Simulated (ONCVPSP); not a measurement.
u(r) = r·R(r): atom against pseudo-atom (rubidium (Rb))

Columns: radius, all-electron u(r) and pseudo u(r) of the 4s shell (level -31.97 eV) of rubidium in the configuration [Ar] 3d10 4s2 4p6 5s1; PW91, scalar-relativistic, ONCV scheme, ONCVPSP 4.0.1.

```
r (bohr)  all-electron  pseudo
   0.132        0.2942  0.1475
   0.265       -0.2533  0.2910
   0.398       -0.4789  0.4249
   0.530       -0.2489  0.5437
   0.663        0.1330  0.6457
   0.795        0.4784  0.7266
   0.928        0.7286  0.7855
   1.060        0.8755  0.8209
   1.193        0.9392  0.8336
   1.325        0.9403  0.8249
   1.458        0.8995  0.7972
   1.590        0.8337  0.7542
   1.723        0.7544  0.6989
   1.855        0.6714  0.6363
   1.988        0.5888  0.5691
   2.120        0.5115  0.5019
   2.252        0.4406  0.4367
   2.385        0.3764  0.3753
   2.518        0.3198  0.3196
   2.650        0.2707  0.2707
   2.782        0.2283  0.2283
   2.915        0.1917  0.1916
   3.048        0.1605  0.1604
   3.180        0.1342  0.1342
   3.312        0.1120  0.1120
   3.445        0.0932  0.0932
```

(1) How many radial nodes do the two functions have?

(2) At about which radius was the pseudo-wave matched?

(3) Is the pseudo-wave norm-conserving?

## Answers

(1) The all-electron 4s function has n − l − 1 = 3 (the table is too coarse to show those close to the nucleus); the pseudo-wave has 0, since the states of the same l below it are removed with the core.

(2) 2.65 bohr, where the columns begin to agree (steps of 0.13 bohr).

(3) Yes: the ONCV scheme keeps the norm inside the radius equal to the all-electron one, which fixes the energy derivative of the logarithmic derivative at the level.
